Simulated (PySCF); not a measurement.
Static response to an electric field

Species: C6H9FSi.
Structure used (GFN2-xTB), in Å, numbered top down from 1:
```
atom  x, y, z in Å
C1     2.8275   -0.1529    0.8797
C2     1.8377   -0.1525    0.2069
C3     0.6079   -0.1696   -0.5678
C4     0.4797   -1.4958   -1.3219
C5    -0.5718    0.0465    0.3649
C6    -0.8395    1.5003    0.8457
Si7   -2.2012    0.7759   -0.2142
F8    -3.5442    0.2797    0.5322
H9     3.7025   -0.1476    1.4585
H10    0.6467    0.6525   -1.2935
H11    1.3300   -1.6427   -1.9842
H12    0.4429   -2.3252   -0.6189
H13   -0.4344   -1.4991   -1.9120
H14   -0.5867   -0.6920    1.1622
H15   -0.9711    1.6311    1.9113
H16   -0.1667    2.2463    0.4453
H17   -2.5663    1.1570   -1.5513
```

Level: B3LYP/def2-SVPD (PySCF), static field, nuclei fixed, core orbitals frozen in the response. The polarisability tensor in these axes (au):

```
x   116.19  -6.37  14.69
y    -6.37  81.16   4.99
z    14.69   4.99  86.07
```

Question: What are the eigenvalues, a third of the trace, and Δα (Δα² = ½Σ(αi − αj)² over the three pairs)?

Answer: Principal values 73.43, 87.43 and 122.57 au; mean 94.48 au = 14.00 Å³ = 15.58 × 10⁻⁴⁰ C²·m²/J; Δα = 43.86 au (46 % of the mean).

Question: What is the dipole moment, and where does it point?

Answer: (0.69, 0.38, -0.97) D, 1.25 D in size, pointing from the negative to the positive side. Measured along this direction, the outermost atoms are F8 at the negative end and H11 at the positive end.

Question: How large is μ²/3kT at 400 K beside α?

Answer: In Gaussian units μ²/3kT = 9.46 Å³ against 14.00 Å³, a ratio of 0.68; the Debye molar polarisation (4π/3)N_A(α + μ²/3kT) is 59.2 cm³/mol, leaving out the vibrational part.

Question: Molar refractivity from α?

Answer: Lorentz–Lorenz: R = (4π/3)N_A α = 2.5225 cm³/(mol·Å³) × 14.00 Å³ = 35.3 cm³/mol, in the limit of long wavelengths.

Question: Form Σ f/ω² (atomic units) for the 8 lowest TDDFT singlets, given as eV and f, and set it beside the mean polarisability, which is this sum over all singlets: 5.56, 0.0029; 6.17, 0.0843; 6.33, 0.0471; 6.50, 0.0235; 6.58, 0.0238; 6.63, 0.0009; 6.72, 0.0021; 6.84, 0.0670.

Answer: They add up to 4.51 au, 4.8 % of the 94.48 au; the largest single term is 1.64 au, from the state at 6.17 eV. Terms in order: 0.07, 1.64, 0.87, 0.41, 0.41, 0.02, 0.03, 1.06 au. Higher excitations give the rest. The strengths listed sum to 0.252.

One conformer (not necessarily the lowest) at the GFN2-xTB geometry, without solvent, vibrations or thermal averaging.

These values come from a run that also computed excited states. Hardware: an Intel Xeon at 2.70 GHz with one thread, no GPU, on a shared host. Cost: 83 s, 1.1 GiB resident at most.
